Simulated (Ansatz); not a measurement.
ClF4Ta (`[F][Ta]([F])([F])([F])[Cl]`). The species carries charge 0 and has multiplicity 1. Correlated methods include outer-core shells of Ta, which these sets cover unevenly. Ta: def2 effective core potential.

```xyz
6

F     0.077   -0.886   -1.618
Ta   -0.019    0.045   -0.029
F    -0.669    1.525   -0.978
F    -1.579    0.039    0.956
F     1.412    1.068    0.524
Cl    0.778   -1.791    1.145
```

(1) Give the diagnostics of a CCSD(T)/def2-TZVPP run (frozen core, Ansatz 0.2.0). (Estimate.)

Answers

(1) The calculation gave: T1 = 0.0181, largest single amplitude 0.053, largest double 0.027, (T) share of the correlation energy 3.8 %, 12 CCSD cycles. The RHF solution is stable towards an unrestricted one. T1 lies under the customary mark of 0.02 for closed shells.
